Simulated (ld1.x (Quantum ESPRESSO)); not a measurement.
# Debugging a pseudopotential input (Ge, ld1.x (Quantum ESPRESSO) 7.5)

Command:

```bash
ld1.x < Ge.in > Ge.out
```

Input:

```
&input
   title='Ge', zed=32., rel=1, dft='PBESOL', iswitch=3, isic=1,
   config='[Ar] 3d10 4s1.5 4p2.5',
   nld=3, rlderiv=1.40, eminld=-14.0, emaxld=5.0, deld=0.04
 /
 &inputp
   pseudotype=2, tm=.false., lloc=-1, rcloc=0.85,
   nlcc=.true., rcore=0.50,
   file_pseudopw='Ge.UPF', file_wfcaegen='ae.wfc', file_wfcncgen='nc.wfc', file_beta='beta', file_chi='chi'
 /
3
3S  1  0   2.00   0.00  0.95  0.95  0.0
3P  2  1   6.00   0.00  0.90  0.90  0.0
3D  3  2  10.00   0.00  1.30  1.30  0.0
 &test
   configts(1)='3s2 3p6 3d10 4s1.5 4p2.5'
 /
```

Output:

```
Program LD1 v.7.5

 %%%%%%%%%%%%%%%%%%%%%%%%%%%%%%%%%%%%%%%%%%%%%%%%%%%%%%%%%%%%%%%%%%%%%%%%%%%%%%
     Error in routine ld1_readin (1):
     SIC available with all-electron only
 %%%%%%%%%%%%%%%%%%%%%%%%%%%%%%%%%%%%%%%%%%%%%%%%%%%%%%%%%%%%%%%%%%%%%%%%%%%%%%

     stopping ...
```

Q: This input was made by a single change from one that runs to its end. What was changed?

A: The change: self-interaction correction asked for in a generation. The program refuses the input: "ld1_readin: SIC available with all-electron only".
